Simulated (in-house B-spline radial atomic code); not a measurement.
A fraction x of an electron is removed from 6s in Pm⁺, starting from [Xe] 4f5 6s1 and keeping the highest spin. All numbers are computed (scalar-relativistic (X2C) LDA exchange-only, spin-polarised, spherical fractional occupations; Fermi nucleus of rms radius 4.962 fm) with a B-spline radial code for spherical atoms, not measured.

```json
{"x": "0", "E(x) - E(0) (eV)": "0.0000", "6s up level (eV)": "-8.309"}
{"x": "0.04", "E(x) - E(0) (eV)": "0.3363", "6s up level (eV)": "-8.508"}
{"x": "0.19", "E(x) - E(0) (eV)": "1.6687", "6s up level (eV)": "-9.257"}
{"x": "0.29", "E(x) - E(0) (eV)": "2.6193", "6s up level (eV)": "-9.756"}
{"x": "0.38", "E(x) - E(0) (eV)": "3.5175", "6s up level (eV)": "-10.204"}
{"x": "0.5", "E(x) - E(0) (eV)": "4.7776", "6s up level (eV)": "-10.797"}
{"x": "0.6", "E(x) - E(0) (eV)": "5.8817", "6s up level (eV)": "-11.285"}
{"x": "0.68", "E(x) - E(0) (eV)": "6.7999", "6s up level (eV)": "-11.668"}
{"x": "0.84", "E(x) - E(0) (eV)": "8.7262", "6s up level (eV)": "-12.400"}
{"x": "0.94", "E(x) - E(0) (eV)": "9.9872", "6s up level (eV)": "-12.810"}
{"x": "1", "E(x) - E(0) (eV)": "10.7620", "6s up level (eV)": "-"}
```

The exact functional would give a straight line between the two integer points. Deviations E(x) - E(0) - x[E(1) - E(0)], in eV: -0.094 at x = 0.04, -0.376 at x = 0.19, -0.502 at x = 0.29, -0.572 at x = 0.38, -0.603 at x = 0.5, -0.575 at x = 0.6, -0.518 at x = 0.68, -0.314 at x = 0.84, -0.129 at x = 0.94.

The curve lies below the straight line by up to 0.603 eV (at x = 0.5): convex, the delocalisation error that favours fractional charges.

Q: How well does Slater's transition state (minus the level at half occupation) give the ionisation energy?

A: It gives 10.797 eV against 10.762 eV from the two total energies; NIST lists 10.94 eV, ground level to ground level.
